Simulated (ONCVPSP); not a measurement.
**Transferability test, ONCV potential for tin (Sn)**

ONCVPSP 4.0.1 input, shortened (lines: element, Z, core and valence counts, functional; n l f; lmax; l rc ep ncon nbas qcut; lloc lpopt rc5 dvloc0; l nproj debl; icmod fcfact rcfact), PBE, scalar-relativistic:

```
  Sn 50.00    9    2        4      upf
    1    0    2.00
    2    0    2.00
    2    1    6.00
    3    0    2.00
    3    1    6.00
    3    2   10.00
    4    0    2.00
    4    1    6.00
    4    2   10.00
    5    0    2.00
    5    1    2.00
    2
    0    2.15    0.00    4    8    3.20
    1    2.70    0.00    4    8    3.40
    2    2.25    0.03    4    7    4.90
    4    5    2.15    6.00
    0    1    3.80
    1    2    3.20
    2    1    1.50
    0    0.00    0.00
```

Energies are relative to the spin-unpolarised reference configuration 5s2 5p2; without spin polarisation the order of configurations can differ from experiment.

Give the all-electron excitation energy and the error of the potential for: 5s2 5p1; 5s2 5p0; 5s1 5p0; 5s1 5p2.

```
valence configuration  charge  ΔE all-electron (eV)  error AE − PS (meV)
              5s2 5p1      +1                 6.875                 -1.8
              5s2 5p0      +2                20.828                 +9.8
              5s1 5p0      +3                51.800                 +117
              5s1 5p2      +1                14.524                 +5.5
```

Levels in the configuration 5s1 5p2:

```csv
level,all-electron (eV),pseudo (eV)
5s,-18.702,-18.677
5p,-10.961,-10.970
```

Note: ghosts flagged at negative energy: d at -49.4 eV; no localised positive-energy state flagged. A true bound ghost makes a file unfit for plane-wave use.
